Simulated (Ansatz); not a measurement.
Isolated molecules relaxed with PBE0-D4/def2-TZVP in Ansatz; ΔE leaves out vibrations. CBS: MP2 limit from def2 TZ/QZ plus the TZ coupled-cluster correction, frozen cores. This one scheme is used for every species. DFT in def2-TZVPP. B3LYP here is the variant with VWN-RPA as its local correlation; programs differ in this. For Br, Ga outer-core shells are correlated without core-valence functions, which leaves a few kJ/mol of doubt a bond. Scalar relativity is left out up to krypton. Each species was taken in one conformer, which may not be the lowest.

Reaction (ligand exchange at the Si–O bond): `[SiH3][O][Ga]([Br])[Br]` + `[OH][Al]([OH])[O][SiH3]` → `[OH][Al]([O][SiH3])[O][SiH3]` + `[OH][Ga]([Br])[Br]`

```
         level  ΔE (kJ/mol)  difference from CCSD(T)/CBS
        PBE-D4        -10.5                         -1.8
       PBE0-D4        -10.3                         -1.6
      B3LYP-D4        -10.1                         -1.4
        B2PLYP        -10.9                         -2.2
         B3LYP        -13.0                         -4.3
 HF/def2-TZVPP        -12.3                         -3.6
MP2/def2-QZVPP         -7.9                          0.8
  HF/CBS(def2)        -12.7                         -4.0
 MP2/CBS(def2)         -7.9                          0.8
CCSD/CBS(def2)         -9.4                         -0.7
   CCSD(T)/CBS         -8.7                            0
```

Largest T1 diagnostic among the species: 0.012.

In def2-TZVPP, CCSD(T) changes the Hartree–Fock value by +3.9 kJ/mol (the triples alone add +0.6 kJ/mol) and MP2 by +4.7 kJ/mol.
